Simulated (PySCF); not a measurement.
## Dipole response of Hf⁺ (hafnium, charge +1)

[Xe] 4f14 5d1 6s2, 2D determinant. All numbers are calculated (PySCF 2.14, the spin-free X2C one-electron Hamiltonian (Gaussian nucleus), in x2c-TZVPPall with one added diffuse shell each of s, p, d, f type (12s8p8d4f1g, 113 functions)). Coupled (time-dependent) response in atomic units; α is the mean over directions.

```
method  mean α (bohr³)         α xx, yy, zz  C₆ (like pair)  S(−4)
   PBE           51.24  50.45, 50.45, 52.81           495.3   1077
```

S(−4) is the Cauchy moment in α(ω) = α(0) + S(−4) ω² + …

Spin-orbit coupling is absent.

α(iu) at PBE:

```tsv
u (hartree)	α(iu) (bohr³)
0	51.24
0.0500	48.71
0.100	42.65
0.200	29.51
0.300	20.55
0.500	11.72
0.750	7.257
1.00	5.128
1.50	3.074
2.00	2.074
3.00	1.122
5.00	0.4723
```

For an ion, C₆ is the dispersion term alone; charge-induced terms of lower order in 1/R come first.

The components differ because the open shell of this determinant is not spherical; for a pure term their mean is the scalar polarisability.

⟨L²⟩ = 7.95 against 6 for a pure D term, so this real determinant mixes terms. Spin-orbit coupling, absent here, splits the open shell strongly. ⟨S²⟩ = 1.27 against 0.75 shows spin contamination. The s, p, d and f populations moved away from the nominal configuration during the SCF.
